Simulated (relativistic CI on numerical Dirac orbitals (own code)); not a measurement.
A reference radial Dirac CI calculation of Hg gave the lowest total energy -19610.63234 Ha in 42 SCF steps, from this input:

```
atom Hg  Z=80  charge=0  electrons=80
nucleus A=202  rms_radius_fm=5.4648
hamiltonian dirac-coulomb  breit=on  qed=on  c_scale=1
orbitals kli  potential=per-configuration
slater_scale 1
correlation none
mixing on
grid step=0.0125 r_max=259.4
scf mixing=0.4 start=green max_iterations=150 tolerance=2e-08 node_fill=0.05
configurations
  [Xe] 4f14 5d10 6s2
  [Xe] 4f14 5d10 6s 6p
  [Xe] 4f14 5d10 6s 6d
end
```

One setting was then changed, and the output read:

```
SCF 1: [Xe] 4f14 5d10 6s2
 iter      energy (Ha)   residual   last orbital (Ha)
    1    -19626.775881   2.50e+00     -0.75259
    2    -19645.256558   6.30e-01     -0.36585
    3    -19646.072149   3.05e-01     -0.33636
    4    -19646.312023   8.69e-02     -0.34819
    5    -19646.315793   3.80e-02     -0.33985
    6    -19646.314472   3.16e-03     -0.32961
    7    -19646.314911   1.32e-03     -0.32980
    8    -19646.315156   4.08e-04     -0.33008
    9    -19646.315098   5.26e-05     -0.32997
   10    -19646.315105   4.01e-06     -0.32999
   11    -19646.315105   7.03e-07     -0.32999
   12    -19646.315105   3.81e-07     -0.32999
   13    -19646.315105   2.65e-08     -0.32999
   14    -19646.315105   1.88e-09     -0.32999
SCF 2: [Xe] 4f14 5d10 6s 6p
 iter      energy (Ha)   residual   last orbital (Ha)
    1    -19626.928111   2.47e+00     -0.29765
    2    -19645.083595   6.30e-01     -0.15084
    3    -19645.911489   3.06e-01     -0.14573
    4    -19646.151932   7.78e-02     -0.15272
    5    -19646.154496   4.26e-02     -0.15048
    6    -19646.152745   7.54e-03     -0.14589
    7    -19646.153716   1.56e-03     -0.14632
    8    -19646.153955   2.48e-04     -0.14641
    9    -19646.153917   4.60e-05     -0.14639
   10    -19646.153922   1.11e-05     -0.14639
   11    -19646.153924   2.20e-06     -0.14639
   12    -19646.153924   3.05e-08     -0.14639
   13    -19646.153924   3.29e-08     -0.14639
   14    -19646.153924   1.76e-10     -0.14639
SCF 3: [Xe] 4f14 5d10 6s 6d
 iter      energy (Ha)   residual   last orbital (Ha)
    1    -19627.306942   2.41e+00     -0.06001
    2    -19644.956695   6.32e-01     -0.05535
    3    -19645.821883   3.01e-01     -0.05482
    4    -19646.056572   8.43e-02     -0.05494
    5    -19646.059366   3.57e-02     -0.05479
    6    -19646.057001   9.33e-03     -0.05453
    7    -19646.057974   1.95e-03     -0.05456
    8    -19646.058355   1.12e-03     -0.05457
    9    -19646.058209   1.20e-04     -0.05456
   10    -19646.058224   2.23e-06     -0.05456
   11    -19646.058224   1.49e-06     -0.05456
   12    -19646.058224   5.44e-08     -0.05456
   13    -19646.058224   2.31e-08     -0.05456
   14    -19646.058224   1.22e-08     -0.05456
orbital energies (Ha): 4f5/2 -3.7199  4f7/2 -3.5666  5s -4.3923  5p1/2 -3.0033  5p3/2 -2.3437  5d3/2 -0.4903  5d5/2 -0.4240  6s -0.3300
configuration averages (Ha): Dirac-Coulomb, Breit, QED
  6s2                         -19646.315105   22.637290   15.492051
  6s 6p                       -19646.153924   22.637074   15.491190
  6s 6d                       -19646.058224   22.636813   15.491237
levels: no., configuration, term, J, E (cm-1), weight
   1 6s2                    1S   0                0.0  1.00
   2 6s 6p                  3P*  0            25890.7  1.00
   3 6s 6p                  3P*  1            28107.6  0.99
   4 6s 6p                  3P*  2            32469.2  1.00
   5 6s 6p                  1P*  1            49700.8  0.99
   6 6s 6d                  3D   1            55999.2  1.00
   7 6s 6d                  3D   2            56020.1  1.00
   8 6s 6d                  3D   3            56052.7  1.00
   9 6s 6d                  1D   2            56287.8  1.00
lowest total energy -19608.185763 Ha
end: converged
```

Q: Which setting was changed?
A. nuclear radius
B. configuration list
C. SCF mixing
D. charge

A: A. The nuclear radius 7.1042 fm.
